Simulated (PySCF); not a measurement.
## `S=Cc1cc2sccc2s1`, C7H4S3

Geometry:
| atom | x (Å) | y (Å) | z (Å) |
| --- | --- | --- | --- |
| S1 | -4.112 | -0.231 | -0.690 |
| C2 | -2.999 | -0.069 | 0.498 |
| C3 | -1.607 | -0.036 | 0.279 |
| C4 | -0.928 | -0.128 | -0.923 |
| C5 | 0.451 | -0.055 | -0.741 |
| S6 | 1.828 | -0.104 | -1.789 |
| C7 | 2.883 | 0.072 | -0.431 |
| C8 | 2.240 | 0.164 | 0.764 |
| C9 | 0.846 | 0.092 | 0.594 |
| S10 | -0.511 | 0.143 | 1.649 |
| H11 | -3.334 | 0.020 | 1.527 |
| H12 | -1.431 | -0.241 | -1.865 |
| H13 | 3.941 | 0.097 | -0.604 |
| H14 | 2.733 | 0.278 | 1.711 |

Computed with quadratic response CAM-B3LYP/def2-SVPD first hyperpolarisability, Taylor convention, gas phase in PySCF 2.14.0. Geometry: GFN2-xTB.

Q: Give the tensor of the static β(0;0,0) in the axes of these coordinates.

A: In au, Taylor convention; rows are the first index (the induced dipole):
|  | xx | yy | zz | xy | xz | yz |
| --- | --- | --- | --- | --- | --- | --- |
| x | +2353.7 | +65.1 | -8.2 | +90.3 | +19.6 | -6.9 |
| y | +90.3 | +12.7 | +0.6 | +65.1 | -6.9 | +16.9 |
| z | +19.6 | +16.9 | +44.0 | -6.9 | -8.2 | +0.6 |

Norm of βᵢ = ⅓ Σⱼ (βᵢⱼⱼ + βⱼᵢⱼ + βⱼⱼᵢ): 2414.2 au, hyper-Rayleigh value 987.7 au.
